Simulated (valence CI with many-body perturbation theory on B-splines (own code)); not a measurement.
Forbidden lines of Ta

Level of theory: relativistic CI+MBPT: five valence electrons over a frozen Dirac-Fock core [Xe] 4f14, radial functions for each j: 9 s, 9 p, 9 d, 7 f, 4 g, 2 h, with the one-electron correlation potential Σ1 (screened to all orders), the two-electron term Σ2, the three-electron term Σ3, Breit, model QED; selected single and double excitations, second order for the rest, scaled by the run's own slope (own B-spline code, finite nucleus).

Against 6 measured levels this calculation errs by 60 cm⁻¹ on average and by 93 at most. These come from a selection out of the NIST Handbook of Basic Atomic Spectroscopic Data. Levels without a partner in it may be off by more, other configurations by 1,000 to 4,000 cm⁻¹. Among the levels kept, up to 1000 cm⁻¹ of a level comes from second order outside the variational space, and about a tenth of that is noise between levels of different J, which matters for small intervals.

Lines 51 to 87 of 87 in falling wavelength, among levels below 2.855 eV, chosen from the decays that carry over 1 % of a level's rate. Wavelengths and rates use the calculated energies, so an error of 60 cm⁻¹ moves a line at 10710 Å by 0.64 % and its rate by three times that or more. Electric multipoles are in the length gauge, E1 and E2 with the static RPA response of the core. S is in atomic units (e²a₀⁴ for E2 and M2, e²a₀⁶ for E3), for M1 in squared Bohr magnetons. Weak lines are less certain than strong ones. Lines between different terms over intervals too small for the method are left out, as are lines whose strength nearly cancels. The highest levels of a list are the least certain.

Names give the largest LS component (configuration and term), which can be under half, so a name can repeat, a term be missing and a line seem to break the LS rules; names also repeat where a configuration has a term twice. Letters in brackets count levels of one name in rising energy.

| λ vac (Å) | Upper | Lower | Type | A (s⁻¹) | S (a.u.) |
| --- | --- | --- | --- | --- | --- |
| 10710 | 5d⁴6s ⁶D_3/2 | 5d³6s² ⁴F_3/2 | M1 | 2.20e-01 | 4.01e-02 |
| 10680 | 5d⁴6s ⁶D_7/2 | 5d³6s² ⁴F_5/2 | M1 | 2.72e-02 | 9.84e-03 |
| 10200 | 5d³6s² ²H_11/2 | 5d³6s² ⁴F_9/2 | M1 | 1.79e-01 | 8.48e-02 |
| 10010 | 5d³6s² ²H_9/2 [b] | 5d³6s² ⁴F_9/2 | M1 | 1.68e-01 | 6.24e-02 |
| 9834 | 5d³6s² ²P_3/2 | 5d³6s² ⁴P_1/2 | M1 | 7.07e-02 | 9.97e-03 |
| 9613 | 5d⁴6s ⁶D_5/2 | 5d³6s² ⁴F_3/2 | M1 | 7.13e-03 | 1.41e-03 |
| 9160 | 5d³6s² ²D_3/2 | 5d³6s² ⁴F_3/2 | M1 | 7.38e-01 | 8.42e-02 |
| 9021 | 5d³6s² ²D_5/2 | 5d³6s² ⁴F_5/2 | M1 | 2.27e-01 | 3.71e-02 |
| 8843 | 5d³6s² ²F_5/2 | 5d³6s² ⁴P_3/2 | M1 | 5.44e-02 | 8.36e-03 |
| 8739 | 5d³6s² ²F_7/2 | 5d³6s² ⁴P_3/2 | E2 | 8.64e-02 | 3.15e+01 |
| 8692 | 5d³6s² ²F_5/2 | 5d³6s² ⁴P_1/2 | E2 | 3.06e-02 | 8.13e+00 |
| 8562 | 5d³6s² ²H_9/2 [b] | 5d³6s² ⁴F_7/2 | M1 | 2.42e-01 | 5.62e-02 |
| 8336 | 5d³6s² ²F_7/2 | 5d³6s² ⁴F_9/2 | M1 | 4.51e-01 | 7.75e-02 |
| 8336 | 5d³6s² ²F_7/2 | 5d³6s² ⁴F_9/2 | E2 | 1.79e-02 | 5.16e+00 |
| 8334 | 5d³6s² ²P_1/2 | 5d³6s² ⁴F_3/2 | M1 | 6.86e-02 | 2.94e-03 |
| 8334 | 5d³6s² ²P_1/2 | 5d³6s² ⁴F_3/2 | E2 | 2.32e-02 | 1.67e+00 |
| 7666 | 5d³6s² ²D_5/2 | 5d³6s² ⁴F_3/2 | M1 | 8.30e-02 | 8.32e-03 |
| 7379 | 5d³6s² ²F_5/2 | 5d³6s² ⁴F_7/2 | M1 | 1.45e-02 | 1.30e-03 |
| 7379 | 5d³6s² ²F_5/2 | 5d³6s² ⁴F_7/2 | E2 | 1.18e-02 | 1.38e+00 |
| 7306 | 5d³6s² ²F_7/2 | 5d³6s² ⁴F_7/2 | M1 | 4.90e-02 | 5.67e-03 |
| 7060 | 5d³6s² ²P_3/2 | 5d³6s² ⁴F_5/2 | M1 | 5.62e-01 | 2.93e-02 |
| 6678 | 5d⁴6s ⁴H_9/2 | 5d³6s² ⁴F_9/2 | M1 | 8.80e-02 | 9.72e-03 |
| 6678 | 5d⁴6s ⁴H_9/2 | 5d³6s² ⁴F_9/2 | E2 | 7.32e-02 | 8.68e+00 |
| 6451 | 5d³6s² ²F_5/2 | 5d³6s² ⁴F_5/2 | M1 | 4.17e-02 | 2.49e-03 |
| 6395 | 5d³6s² ²F_7/2 | 5d³6s² ⁴F_5/2 | M1 | 6.26e-02 | 4.85e-03 |
| 6201 | 5d³6s² ²P_3/2 | 5d³6s² ⁴F_3/2 | M1 | 1.36e-01 | 4.79e-03 |
| 6000 | 5d⁴6s ⁴H_9/2 | 5d³6s² ⁴F_7/2 | E2 | 7.12e-02 | 4.94e+00 |
| 5781 | 5d⁴6s ⁴H_13/2 | 5d³6s² ⁴F_9/2 | E2 | 1.82e+00 | 1.47e+02 |
| 5727 | 5d³6s² ²F_5/2 | 5d³6s² ⁴F_3/2 | M1 | 3.43e-01 | 1.43e-02 |
| 5683 | 5d³6s² ²F_7/2 | 5d³6s² ⁴F_3/2 | E2 | 8.24e-02 | 3.49e+00 |
| 5586 | 5d⁴6s ⁴H_11/2 | 5d³6s² ⁴F_7/2 | E2 | 2.51e+00 | 1.46e+02 |
| 5372 | 5d⁴6s ⁴H_9/2 | 5d³6s² ⁴F_5/2 | E2 | 3.15e+00 | 1.26e+02 |
| 5091 | 5d⁴6s ⁴D_1/2 [a] | 5d³6s² ⁴F_3/2 | E2 | 1.19e+01 | 7.28e+01 |
| 4984 | 5d⁴6s ⁴H_7/2 | 5d³6s² ⁴F_3/2 | E2 | 5.14e+00 | 1.13e+02 |
| 4947 | 5d⁴6s ⁴F_7/2 | 5d³6s² ⁴F_5/2 | E2 | 6.05e+00 | 1.28e+02 |
| 4836 | 5d⁴6s ⁴D_3/2 | 5d³6s² ⁴F_3/2 | E2 | 1.20e+01 | 1.14e+02 |
| 4754 | 5d⁴6s ⁴G_5/2 | 5d³6s² ⁴F_3/2 | E2 | 7.88e+00 | 1.02e+02 |
